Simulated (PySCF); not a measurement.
BF4, SMILES F[B-](F)(F)F, charge -1. Atoms are numbered in the order given.

```xyz
5

F      0.8165    -0.8165     0.8165
B      0.0000     0.0000     0.0000
F     -0.8165    -0.8165    -0.8165
F     -0.8165     0.8165     0.8165
F      0.8165     0.8165    -0.8165
```
Charge -1, spin multiplicity 1.

The structure is a stationary point at B3LYP-D3(BJ)/def2-SVPD.

Calculation: PBE/pcJ-1 run with PySCF.

Isotropic couplings with Fermi-contact, spin-dipole and both spin-orbit terms, one fixed conformer, no vibrational averaging. Isotopes: 11B, 19F.

Computed spin–spin coupling constants:
```csv
pair,bonds apart,J (Hz)
F1–B2,1,-94.1
B2–F3,1,-94.1
B2–F4,1,-94.1
B2–F5,1,-94.1
F1–F3,2,-35.2
F1–F4,2,-35.2
F1–F5,2,-35.2
F3–F4,2,-35.2
F3–F5,2,-35.2
F4–F5,2,-35.2
```
